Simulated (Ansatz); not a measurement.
Molecule: sum formula HBO, net charge 0, singlet state. 
Geometry from a B3LYP-D3(BJ)/def2-TZVP (Ansatz, an electronic-structure program) optimisation:
```
B
O 1 1.1991
H 1 1.1681 2 180.00
```
Charge 0, spin multiplicity 1.

Basis-set convergence of Hartree-Fock and CCSD correlation energies (hartree) with Ansatz. Correlated levels leave the core frozen unless marked. No spin-orbit coupling. Non-relativistic.

```tsv
basis	functions	E(HF)	E(corr, CCSD)
aug-cc-pVDZ	55	-100.17821	-0.28574
aug-cc-pVTZ	115	-100.20513	-0.33850
aug-cc-pVQZ	206	-100.21228	-0.35729
```

Extrapolating the two largest sets (X = 3 and 4) as X^-3: E(corr) = (64·(-0.35729) - 27·(-0.33850))/37 = -0.3710 Eh, an estimate of the basis-set limit. The largest set recovers 96.3 % of it, the smallest 77.0 %.
